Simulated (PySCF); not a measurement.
# Reading the logs of faulty runs: AlBGeH6N

These are calculations, not measurements. They come from PySCF 2.14.0, an open-source quantum chemistry program, on an isolated molecule that a program drew, which may never have been made. The molecule is AlBGeH6N (charge 0, doublet), drawn as the SMILES string `[BH2][GeH][AlH][NH2]`.

Each row is a Hartree-Fock (HF) and frozen-core CCSD(T) single point in the cc-pV(D+d)Z basis, meant for a local HF minimum. Run 1 is clean. Each other run has one planted mistake out of seven kinds, and not every kind appears here: one electron removed, one electron added, multiplicity raised by two, geometry at a saddle point, minimal basis STO-3G, one bond length entered in bohr, all coordinates scaled. The reference is restricted for singlets and unrestricted otherwise, and also for a bond in bohr. Adding or removing an electron swaps singlet and doublet. Electrons count all cores. HOMO and LUMO are orbital energies over both spins, the gradient is its largest component, and the lowest frequency (negative if imaginary) is given only where the gradient is small. Bond lengths are over the 9 bonds as drawn. T1 is the CCSD diagnostic: over 0.02 (restricted) or 0.045 (unrestricted) a single reference is doubtful. Germanium has the cc-pVDZ-PP basis, with a core potential (ECP10MDF) in place of its 10 inner electrons, and its 3s, 3p and 3d shells are frozen in CCSD(T).

Geometry of the clean run:
```xyz
10
AlBGeH6N, angstrom
B     0.7258    1.3388   -1.6147
Ge   -0.5113    0.2389   -0.4329
Al   -1.9986    1.0697    1.3467
N    -2.9925   -0.0701    2.2528
H     1.4069    0.8163   -2.4504
H     0.7752    2.5283   -1.4741
H    -0.5006   -1.2773   -0.6938
H    -2.0909    2.6036    1.7048
H    -3.0200   -1.0634    2.1169
H    -3.6226    0.1841    2.9913
```

```
run  electrons  basis functions  <S^2>  HOMO (eV)  LUMO (eV)  gradient (hartree/bohr)  lowest frequency (cm^-1)  mean bond (Å)  longest bond (Å)      T1  HF (hartree)  CCSD(T) (hartree)                          mistake
  1         63              104  0.760      -7.89       0.24                  2.9e-05                        49         1.5311             2.464  0.0181    -617.93113         -618.39672                         no fault
  2         63              104  1.402      -8.08       0.00                  2.6e-02                         -         1.6496             2.464  0.0649    -617.80971         -618.27834  one bond length entered in bohr
  3         63              104  3.788      -4.34      -1.25                  7.2e-02                         -         1.5311             2.464  0.0189    -617.76459         -618.20451                                ?
  4         62              104  0.000     -14.86      -6.48                  3.3e-02                         -         1.5311             2.464  0.0203    -617.66782         -618.11673                                ?
```

**Which mistake was planted in run 3, and what did it cost?**

Electrons, basis and geometry are unchanged, and <S^2> is 3.788, beside S(S+1) = 3.75 for a multiplicity of 4. So the mistake is: multiplicity raised by two. Subtracting run 1 and multiplying by 627.51 kcal/mol a hartree, the energy moved by 104.5 kcal/mol in HF and 120.6 kcal/mol in CCSD(T).

**Which mistake was planted in run 4, and what did it cost?**

It counts 62 electrons, one fewer than the clean run, at the same geometry and basis. So the mistake is: one electron removed. Subtracting run 1 and multiplying by 627.51 kcal/mol a hartree, the energy moved by 165.2 kcal/mol in HF and 175.7 kcal/mol in CCSD(T).

Cautions from the logs. Run 2: T1 is over the limit, so its CCSD(T) energy is less reliable; run 4: T1 is over the limit, so its CCSD(T) energy is less reliable.
